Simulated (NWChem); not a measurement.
Species: CH4GeO3; SMILES O=[CH][GeH]([OH])[OH]

```xyz
9

O      0.0959    -2.5337     0.0541
C     -0.3815    -1.5450    -0.4608
Ge     0.0072     0.2947     0.2676
O     -1.3576     1.2942    -0.3245
O      1.4903     0.9847    -0.4928
H     -1.0459    -1.6095    -1.3794
H      0.1822     0.2951     1.8200
H     -1.1541     2.2458    -0.2549
H      2.2466     0.9478     0.1220
```
Atoms are numbered in this order, from 1.

All runs: NWChem. Pople sets run with spherical d functions. Structure relaxed at the PBE-D3(BJ)/def2-SVP level.

### Question
Estimate the computed values for B3LYP/6-31G*. Quantities: highest occupied level (eV); orbital gap (eV); dipole (D).

### Answer
```yaml
highest occupied level (eV): -6.76
orbital gap (eV): 4.97
dipole (D): 2.29
```
